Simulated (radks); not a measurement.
Excited configurations of the phosphorus ion P3+: one electron is placed in a higher orbital outside [Ne] 3s1. The ground configuration is [Ne] 3s2. Calculated with a radial shooting solver on a logarithmic mesh with Libxc functionals: scalar-relativistic Kohn-Sham, BLYP, spin-polarised, spherical densities, point nucleus; open shells are filled with parallel spins first. Excitation = E - E(ground); binding = E(ion) - E, where the ion is the core of charge +4; n* = 4/sqrt(2 binding) in atomic units, and the quantum defect is n - n*.

outer orbital,excitation (eV),binding (eV),n*,quantum defect
4s,28.007,23.493,3.044,0.956
4f,37.481,14.019,3.941,0.059
5s,37.816,13.684,3.988,1.012
5p,39.314,12.187,4.226,0.774
5d,41.414,10.087,4.646,0.354

The Delta-SCF ionisation energy is 51.500 eV (NIST Atomic Spectra Database: 51.444 eV, measured). Self-interaction in the functional shifts the binding energies and quantum defects, so they are the method's values and not measured ones.
